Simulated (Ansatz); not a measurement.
Ge₂₃H₃₂, a nanocrystal cut from cubic germanium, relaxed as a singlet with RKS PBE-D4/def2-SVP in Ansatz, starting from the GFN2-xTB geometry. Force threshold 0.03 eV/Å.

Single mean-field runs in def2-SVP are fitted with def2-universal-jkfit.

Start:

```xyz
55

Ge    3.3341    3.5696    0.2301
Ge    2.6811   -1.8512   -3.5933
Ge    0.7684   -4.0702    0.0352
Ge    1.5966    1.8870    3.5816
Ge    0.2483   -1.8566    3.4502
Ge    2.1307   -0.3222    0.2862
Ge    0.1328    2.3630   -1.9352
Ge   -1.1592   -1.3055   -2.1182
Ge   -1.6956    0.9558    1.3226
Ge   -2.8372   -2.9354    1.1139
Ge   -4.8338    0.5315   -1.3290
Ge    3.4805   -0.5525   -1.7380
Ge    3.0010    1.5945    1.6012
Ge    1.4426    4.1975   -1.1057
Ge    1.7022   -2.4144    1.5531
Ge    0.3257   -1.6505   -4.0293
Ge   -1.4051   -3.3770   -0.7906
Ge    1.3447   -0.1786    4.8122
Ge   -0.5968    2.5720    2.8056
Ge   -1.9367   -1.1858    2.5417
Ge   -0.1361    0.3693   -0.5560
Ge   -3.3082   -0.4467   -2.9103
Ge   -3.8112    1.7973    0.4371
H     3.7926    4.7149    1.1184
H     4.5556    3.3250   -0.6359
H     3.4910   -1.5159   -4.8326
H     3.0282   -3.3098   -3.3655
H     0.7634   -5.4561    0.6625
H     1.7371   -4.2569   -1.1272
H     2.1429    2.9984    4.4930
H     0.0701   -3.1310    4.2958
H     0.7252    1.9376   -3.2742
H    -1.2338    2.8777   -2.3728
H    -3.1733   -4.1876    1.9067
H    -4.2115   -2.5033    0.6188
H    -5.6836   -0.5592   -0.7070
H    -5.8711    1.3780   -2.0442
H     4.9125   -0.9258   -1.3882
H     3.6752    0.8786   -2.2364
H     4.3825    1.1436    2.1150
H     1.8805    5.1063   -2.2382
H     0.5607    5.1072   -0.2716
H     3.0530   -2.9272    2.0831
H    -0.1520   -2.8434   -4.8453
H     0.0998   -0.5097   -5.0069
H    -2.0066   -4.5274   -1.6144
H     2.6975   -0.6939    5.2735
H     0.6184    0.0396    6.1294
H    -1.5367    2.9188    3.9502
H    -0.5150    3.9093    2.0765
H    -2.8935   -1.0113    3.7348
H    -2.9992    0.5921   -3.9765
H    -4.0335   -1.5072   -3.7254
H    -3.5563    3.2190   -0.0387
H    -4.7888    2.0284    1.5784
```

| step | energy (eV) | largest force component (eV/Å) | SCF passes |
| --- | --- | --- | --- |
| 1 | -1300096.4239 | 0.696 | 20 |
| 2 | -1300097.0957 | 0.343 | 26 |
| 3 | -1300097.2043 | 0.046 | 21 |
| 4 | -1300097.2425 | 0.049 | 20 |
| 5 | -1300097.2554 | 0.129 | 19 |
| 6 | -1300097.2600 | 0.089 | 21 |
| 7 | -1300097.2651 | 0.006 | 20 |
| 8 | -1300097.2676 | 0.031 | 19 |
| 9 | -1300097.2676 | 0.024 | 21 |

Force components are those of the run's own axes.

End:

```xyz
55

Ge    3.3850    3.5155    0.2390
Ge    2.6534   -2.0601   -3.4660
Ge    0.7264   -4.0920    0.0432
Ge    1.5518    1.9139    3.5046
Ge    0.2927   -1.8634    3.3096
Ge    2.0620   -0.2490    0.1365
Ge    0.1753    2.5038   -2.0506
Ge   -1.1314   -1.2245   -2.0840
Ge   -1.6313    0.9602    1.2284
Ge   -2.8521   -2.9349    1.1489
Ge   -4.8278    0.3246   -1.2256
Ge    3.5180   -0.4687   -1.8243
Ge    3.0085    1.4987    1.5799
Ge    1.3491    4.2967   -0.8716
Ge    1.7606   -2.3299    1.3973
Ge    0.3176   -1.5959   -4.0305
Ge   -1.4277   -3.2955   -0.8109
Ge    1.2997   -0.1700    4.7643
Ge   -0.6743    2.6137    2.7679
Ge   -1.9028   -1.1223    2.4955
Ge   -0.1315    0.5100   -0.6592
Ge   -3.2652   -0.3923   -2.9651
Ge   -3.7477    1.8402    0.3602
H     3.9447    4.6532    1.1452
H     4.4615    3.2027   -0.8420
H     3.5171   -1.9911   -4.7616
H     2.7787   -3.4991   -2.8934
H     0.4800   -5.3372    0.9497
H     1.6626   -4.5269   -1.1208
H     2.1869    3.0152    4.4130
H     0.0907   -3.1931    4.1069
H     1.0013    2.0889   -3.3044
H    -1.2104    3.0096   -2.5516
H    -2.8639   -4.2384    2.0067
H    -4.3197   -2.6228    0.7339
H    -5.3700   -0.9154   -0.4649
H    -6.0431    1.0440   -1.8828
H     4.9582   -0.8644   -1.3808
H     3.6056    0.9390   -2.4871
H     4.3889    0.9978    2.1158
H     1.7234    5.4222   -1.8831
H     0.3889    4.9147    0.1836
H     3.1502   -2.8119    1.9247
H    -0.2606   -2.7679   -4.8800
H     0.2646   -0.3120   -4.9116
H    -2.0640   -4.3790   -1.7388
H     2.6867   -0.6639    5.2714
H     0.3871    0.0604    6.0058
H    -1.6148    2.7282    4.0070
H    -0.6206    4.0119    2.0853
H    -2.8216   -0.8378    3.7272
H    -2.9464    0.8298   -3.8771
H    -3.9223   -1.4849   -3.8603
H    -3.4225    3.1796   -0.3667
H    -4.7059    2.1695    1.5436
```

By distances, no bond broke or formed. The bond that changes most is Ge6–Ge21, from 2.52 to 2.45 Å (atoms count from 1).

The force fell under the threshold at step 7, but the optimiser went on and released 0.003 eV more. No frequencies were taken in this run, so the end may be a saddle point.

Run time 38 s (11 threads of AMD EPYC 7R13 on a shared host and a whole NVIDIA H100 80GB HBM3), peak host memory 1.8 GiB.
